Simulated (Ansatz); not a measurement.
Ansatz (a program for electronic structure) job for C3H5N3, SMILES N(/C#N)=C/CN, PBE-D3(BJ)/def2-SVP. 

Ansatz 0.2 input:
```yaml
crystal:
  periodic: [false, false, false]
  atoms:
    - {symbol: N, position_ang: [2.45439657, -0.71180710, 0.62891406]}
    - {symbol: C, position_ang: [1.62696950, -0.37549599, -0.12058124]}
    - {symbol: N, position_ang: [0.76497636, -0.03273377, -1.08184811]}
    - {symbol: C, position_ang: [-0.39871808, 0.43687705, -0.81722634]}
    - {symbol: C, position_ang: [-1.03407633, 0.62971344, 0.53517800]}
    - {symbol: N, position_ang: [-2.28207978, -0.10739877, 0.67627655]}
    - {symbol: H, position_ang: [-1.02923762, 0.67755060, -1.68867864]}
    - {symbol: H, position_ang: [-1.23487908, 1.70603231, 0.68102021]}
    - {symbol: H, position_ang: [-0.32997933, 0.32604141, 1.32663375]}
    - {symbol: H, position_ang: [-2.99070355, 0.21203901, 0.01623054]}
    - {symbol: H, position_ang: [-2.14130318, -1.10465273, 0.51717400]}
basis:
  gaussian:
    orbitals: def2-SVP
hamiltonian:
  xc: pbe
  dispersion: d3bj
relax: {f_tol: 0.002, max_steps: 200}
```

It prints:

```
WARN ansatz: RAYON_NUM_THREADS=1 ignored (pool sized by the plan → 1); use --threads N
Functional definition: PBE
integrals: 0.05 GiB planned
1280 factors; their error is unknown
mean field: 0.31 GiB planned
mean field evaluation 1: about -7634.8623 eV, gradient 7.1e1 eV
mean field evaluation 2: about -7602.2369 eV, gradient 1.3e2 eV
mean field evaluation 4: about -7645.3728 eV, gradient 1.7e1 eV
mean field evaluation 8: about -7646.0256 eV, gradient 5.1e-1 eV
mean field evaluation 16: about -7645.9468 eV, gradient 4.1e-4 eV
mean field -7645.94679715 eV, -280.9833621863 hartree, gradient 3.5e-5 eV, S^2 0.000000; 0 other end points of the search recorded, 0 dependent functions left out
the calculation of the forces begins
reference -7645.94682921 eV, -280.9833633646 hartree; 22, 22 occupied and 87, 87 virtual orbitals, 1280 factors
relax step   1: F+E_penalty+E_count = -7646.17860364 eV  Δ(F+E_penalty+E_count) = +0.000e0 eV  max|allowed force component| = 1.207e0 eV/Å  Δτ_max = 0.0000 Å  (32 SCF iters, accepted)
these checks for a lower state are left out or cut short: starts, cluster_reference, orbital_swaps, neighbouring_geometries, increment
integrals: 0.05 GiB planned
1280 factors; their error is unknown
mean field: 0.30 GiB planned
mean field -7645.97117162 eV, -280.9842579315 hartree, gradient 1.8e-5 eV, S^2 0.000000; 0 other end points of the search recorded, 0 dependent functions left out
the calculation of the forces begins
reference -7645.97120373 eV, -280.9842591116 hartree; 22, 22 occupied and 87, 87 virtual orbitals, 1280 factors
relax step   2: F+E_penalty+E_count = -7646.20229528 eV  Δ(F+E_penalty+E_count) = -2.369e-2 eV  max|allowed force component| = 2.378e-1 eV/Å  Δτ_max = 0.0227 Å  (34 SCF iters, accepted)
these checks for a lower state are left out or cut short: starts, cluster_reference, orbital_swaps, neighbouring_geometries, increment
integrals: 0.05 GiB planned
1280 factors; their error is unknown
mean field: 0.30 GiB planned
mean field evaluation 32: about -7645.9728 eV, gradient 2.5e-3 eV
mean field -7645.97279397 eV, -280.9843175519 hartree, gradient 1.9e-5 eV, S^2 0.000000; 0 other end points of the search recorded, 0 dependent functions left out
the calculation of the forces begins
reference -7645.97282612 eV, -280.9843187333 hartree; 22, 22 occupied and 87, 87 virtual orbitals, 1280 factors
relax step   3: F+E_penalty+E_count = -7646.20382475 eV  Δ(F+E_penalty+E_count) = -1.529e-3 eV  max|allowed force component| = 7.790e-2 eV/Å  Δτ_max = 0.0127 Å  (35 SCF iters, accepted)
these checks for a lower state are left out or cut short: starts, cluster_reference, orbital_swaps, neighbouring_geometries, increment
integrals: 0.05 GiB planned
1280 factors; their error is unknown
mean field: 0.30 GiB planned
mean field -7645.97325395 eV, -280.9843344557 hartree, gradient 1.9e-5 eV, S^2 0.000000; 0 other end points of the search recorded, 0 dependent functions left out
the calculation of the forces begins
reference -7645.97328609 eV, -280.9843356369 hartree; 22, 22 occupied and 87, 87 virtual orbitals, 1280 factors
relax step   4: F+E_penalty+E_count = -7646.20438817 eV  Δ(F+E_penalty+E_count) = -5.634e-4 eV  max|allowed force component| = 5.176e-2 eV/Å  Δτ_max = 0.0130 Å  (35 SCF iters, accepted)
these checks for a lower state are left out or cut short: starts, cluster_reference, orbital_swaps, neighbouring_geometries, increment
integrals: 0.05 GiB planned
1280 factors; their error is unknown
mean field: 0.30 GiB planned
mean field -7645.97363514 eV, -280.9843484643 hartree, gradient 1.9e-5 eV, S^2 0.000000; 0 other end points of the search recorded, 0 dependent functions left out
the calculation of the forces begins
reference -7645.97366727 eV, -280.9843496450 hartree; 22, 22 occupied and 87, 87 virtual orbitals, 1280 factors
relax step   5: F+E_penalty+E_count = -7646.20497044 eV  Δ(F+E_penalty+E_count) = -5.823e-4 eV  max|allowed force component| = 2.230e-2 eV/Å  Δτ_max = 0.0164 Å  (34 SCF iters, accepted)
these checks for a lower state are left out or cut short: starts, cluster_reference, orbital_swaps, neighbouring_geometries, increment
integrals: 0.05 GiB planned
1280 factors; their error is unknown
mean field: 0.31 GiB planned
mean field -7645.97410037 eV, -280.9843655612 hartree, gradient 1.9e-5 eV, S^2 0.000000; 0 other end points of the search recorded, 0 dependent functions left out
the calculation of the forces begins
reference -7645.97413245 eV, -280.9843667403 hartree; 22, 22 occupied and 87, 87 virtual orbitals, 1280 factors
relax step   6: F+E_penalty+E_count = -7646.20573309 eV  Δ(F+E_penalty+E_count) = -7.627e-4 eV  max|allowed force component| = 4.378e-2 eV/Å  Δτ_max = 0.0415 Å  (33 SCF iters, accepted)
these checks for a lower state are left out or cut short: starts, cluster_reference, orbital_swaps, neighbouring_geometries, increment
integrals: 0.05 GiB planned
1280 factors; their error is unknown
mean field: 0.31 GiB planned
mean field -7645.97436655 eV, -280.9843753433 hartree, gradient 1.9e-5 eV, S^2 0.000000; 0 other end points of the search recorded, 0 dependent functions left out
the calculation of the forces begins
reference -7645.97439858 eV, -280.9843765204 hartree; 22, 22 occupied and 87, 87 virtual orbitals, 1280 factors
relax step   7: F+E_penalty+E_count = -7646.20621806 eV  Δ(F+E_penalty+E_count) = -4.850e-4 eV  max|allowed force component| = 5.622e-2 eV/Å  Δτ_max = 0.0427 Å  (34 SCF iters, accepted)
these checks for a lower state are left out or cut short: starts, cluster_reference, orbital_swaps, neighbouring_geometries, increment
integrals: 0.05 GiB planned
1280 factors; their error is unknown
mean field: 0.31 GiB planned
mean field evaluation 64: about -7646.0523 eV, gradient 1.0e-2 eV
mean field -7645.97437124 eV, -280.9843755156 hartree, gradient 2.0e-5 eV, S^2 0.000000; 0 other end points of the search recorded, 0 dependent functions left out
the calculation of the forces begins
reference -7645.97440325 eV, -280.9843766918 hartree; 22, 22 occupied and 87, 87 virtual orbitals, 1280 factors
relax step   8: F+E_penalty+E_count = -7646.20649702 eV  Δ(F+E_penalty+E_count) = -2.790e-4 eV  max|allowed force component| = 4.117e-2 eV/Å  Δτ_max = 0.0333 Å  (34 SCF iters, accepted)
these checks for a lower state are left out or cut short: starts, cluster_reference, orbital_swaps, neighbouring_geometries, increment
integrals: 0.05 GiB planned
1280 factors; their error is unknown
mean field: 0.31 GiB planned
mean field -7645.97427838 eV, -280.9843721028 hartree, gradient 2.0e-5 eV, S^2 0.000000; 0 other end points of the search recorded, 0 dependent functions left out
the calculation of the forces begins
reference -7645.97431035 eV, -280.9843732780 hartree; 22, 22 occupied and 87, 87 virtual orbitals, 1280 factors
relax step   9: F+E_penalty+E_count = -7646.20666690 eV  Δ(F+E_penalty+E_count) = -1.699e-4 eV  max|allowed force component| = 2.306e-2 eV/Å  Δτ_max = 0.0259 Å  (34 SCF iters, accepted)
these checks for a lower state are left out or cut short: starts, cluster_reference, orbital_swaps, neighbouring_geometries, increment
integrals: 0.05 GiB planned
1280 factors; their error is unknown
mean field: 0.31 GiB planned
mean field -7645.97407749 eV, -280.9843647204 hartree, gradient 2.0e-5 eV, S^2 0.000000; 0 other end points of the search recorded, 0 dependent functions left out
the calculation of the forces begins
reference -7645.97410946 eV, -280.9843658953 hartree; 22, 22 occupied and 87, 87 virtual orbitals, 1280 factors
relax step  10: F+E_penalty+E_count = -7646.20670654 eV  Δ(F+E_penalty+E_count) = -3.964e-5 eV  max|allowed force component| = 2.511e-2 eV/Å  Δτ_max = 0.0198 Å  (35 SCF iters, accepted)
these checks for a lower state are left out or cut short: starts, cluster_reference, orbital_swaps, neighbouring_geometries, increment
integrals: 0.05 GiB planned
1280 factors; their error is unknown
mean field: 0.31 GiB planned
mean field -7645.97398206 eV, -280.9843612136 hartree, gradient 2.0e-5 eV, S^2 0.000000; 0 other end points of the search recorded, 0 dependent functions left out
the calculation of the forces begins
reference -7645.97401402 eV, -280.9843623881 hartree; 22, 22 occupied and 87, 87 virtual orbitals, 1280 factors
relax step  11: F+E_penalty+E_count = -7646.20669994 eV  Δ(F+E_penalty+E_count) = +6.597e-6 eV  max|allowed force component| = 2.473e-2 eV/Å  Δτ_max = 0.0047 Å  (36 SCF iters, rejected (line search))
these checks for a lower state are left out or cut short: starts, cluster_reference, orbital_swaps, neighbouring_geometries, increment
integrals: 0.05 GiB planned
1280 factors; their error is unknown
mean field: 0.30 GiB planned
mean field evaluation 96: about -7645.9741 eV, gradient 2.0e-5 eV
mean field -7645.97410343 eV, -280.9843656738 hartree, gradient 2.0e-5 eV, S^2 0.000000; 0 other end points of the search recorded, 0 dependent functions left out
the calculation of the forces begins
reference -7645.97413540 eV, -280.9843668485 hartree; 22, 22 occupied and 87, 87 virtual orbitals, 1280 factors
relax step  12: F+E_penalty+E_count = -7646.20675604 eV  Δ(F+E_penalty+E_count) = -4.950e-5 eV  max|allowed force component| = 5.666e-3 eV/Å  Δτ_max = 0.0023 Å  (36 SCF iters, accepted)
these checks for a lower state are left out or cut short: starts, cluster_reference, orbital_swaps, neighbouring_geometries, increment
integrals: 0.05 GiB planned
1280 factors; their error is unknown
mean field: 0.31 GiB planned
mean field -7645.97409761 eV, -280.9843654597 hartree, gradient 2.0e-5 eV, S^2 0.000000; 0 other end points of the search recorded, 0 dependent functions left out
the calculation of the forces begins
reference -7645.97412957 eV, -280.9843666345 hartree; 22, 22 occupied and 87, 87 virtual orbitals, 1280 factors
relax step  13: F+E_penalty+E_count = -7646.20675620 eV  Δ(F+E_penalty+E_count) = -1.634e-7 eV  max|allowed force component| = 6.236e-3 eV/Å  Δτ_max = 0.0019 Å  (36 SCF iters, accepted)
these checks for a lower state are left out or cut short: starts, cluster_reference, orbital_swaps, neighbouring_geometries, increment
integrals: 0.05 GiB planned
1280 factors; their error is unknown
mean field: 0.31 GiB planned
mean field -7645.97409600 eV, -280.9843654005 hartree, gradient 2.0e-5 eV, S^2 0.000000; 0 other end points of the search recorded, 0 dependent functions left out
the calculation of the forces begins
reference -7645.97412796 eV, -280.9843665753 hartree; 22, 22 occupied and 87, 87 virtual orbitals, 1280 factors
relax step  14: F+E_penalty+E_count = -7646.20676467 eV  Δ(F+E_penalty+E_count) = -8.470e-6 eV  max|allowed force component| = 2.116e-3 eV/Å  Δτ_max = 0.0030 Å  (36 SCF iters, accepted)
these checks for a lower state are left out or cut short: starts, cluster_reference, orbital_swaps, neighbouring_geometries, increment
integrals: 0.05 GiB planned
1280 factors; their error is unknown
mean field: 0.31 GiB planned
mean field -7645.97409002 eV, -280.9843651809 hartree, gradient 2.0e-5 eV, S^2 0.000000; 0 other end points of the search recorded, 0 dependent functions left out
the calculation of the forces begins
reference -7645.97412199 eV, -280.9843663557 hartree; 22, 22 occupied and 87, 87 virtual orbitals, 1280 factors
relax step  15: F+E_penalty+E_count = -7646.20676545 eV  Δ(F+E_penalty+E_count) = -7.785e-7 eV  max|allowed force component| = 1.012e-3 eV/Å  Δτ_max = 0.0006 Å  (37 SCF iters, accepted)
integrals: 0.05 GiB planned
1280 factors; their error is unknown
mean field: 0.31 GiB planned
mean field evaluation 128: about -7639.6387 eV, gradient 5.1e1 eV
mean field -7645.97409002 eV, -280.9843651809 hartree, gradient 2.0e-5 eV, S^2 0.000000; 1 other end points of the search recorded, 0 dependent functions left out
the calculation of the forces begins
reference -7645.97412199 eV, -280.9843663557 hartree; 22, 22 occupied and 87, 87 virtual orbitals, 1280 factors
Total energy: -7646.20679742 eV, -280.9929170200 hartree
Atom 0 at     2.387103    -0.877733     0.622250 Å, force    -0.000342     0.000439     0.000735 eV/Å
Atom 1 at     1.562749    -0.462882    -0.115406 Å, force     0.000715    -0.000737    -0.001012 eV/Å
Atom 2 at     0.726735    -0.056332    -1.072077 Å, force    -0.000032     0.000355    -0.000139 eV/Å
Atom 3 at    -0.408086     0.511056    -0.811693 Å, force    -0.000277    -0.000303     0.000619 eV/Å
Atom 4 at    -1.046936     0.711364     0.537056 Å, force    -0.000388    -0.000823    -0.000395 eV/Å
Atom 5 at    -2.218250    -0.154233     0.683549 Å, force     0.000635     0.000751     0.000097 eV/Å
Atom 6 at    -1.017976     0.792382    -1.696178 Å, force    -0.000055     0.000239     0.000015 eV/Å
Atom 7 at    -1.361527     1.770243     0.656141 Å, force     0.000106     0.000443     0.000104 eV/Å
Atom 8 at    -0.316055     0.489624     1.342869 Å, force     0.000062     0.000130     0.000191 eV/Å
Atom 9 at    -2.942128     0.071254    -0.010820 Å, force    -0.000506     0.000057    -0.000270 eV/Å
Atom 10 at    -1.960265    -1.138577     0.537402 Å, force     0.000083    -0.000551     0.000055 eV/Å
Dipole moment:    -0.941887     0.326469    -0.293054 e Å
```

The calculation finished and met its thresholds.
